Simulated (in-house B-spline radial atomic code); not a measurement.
# Solving the quasi-particle equation for 4s of As3+

Configuration [Ar] 3d10 4s2, start PBE; correlation leaves out the 2 deepest shells. Computed with a B-spline radial code for spherical atoms: all electrons, scalar-relativistic (spin-free one-electron X2C), finite nucleus, each spin shell either full or empty, empty states to l = 9 with an (l + 1/2)⁻⁴ tail; G0W0 by contour deformation at full frequency.

At the mean-field level ε = -44.415 eV the matrix elements are Σx = -19.105 eV, v_xc = -15.291 eV and Σc(ε) = -2.434 eV, and the slope of the correlation self-energy is dΣc/dω = -0.0600. The quasi-particle energy solves E = ε + Σx − v_xc + Σc(E).

(1) What does the linearised equation give?

(2) How does that compare with the full solution and with static screening?

Results:

(1) Z = 1/(1 − dΣc/dω) = 1/1.0600 = 0.9434. The first-order shift is Σx − v_xc + Σc(ε) = -19.105 − (-15.291) + (-2.434) = -6.248 eV, so E ≈ ε + Z × shift = -44.415 + 0.9434 × (-6.248) = -50.309 eV.

(2) Solving the equation at full frequency dependence gives E = -50.338 eV, where Σc = -2.109 eV and the weight is 0.951; the linearised value is off by 28 meV. Leaving Z out would give -50.663 eV. Static COHSEX puts -4.390 eV in place of Σc and gives -52.619 eV, 2.28 eV deeper. The tabulated removal energy is 50.15 ± 0.06 eV (NIST, measured); the run leaves out spin-orbit coupling, Breit and QED terms.
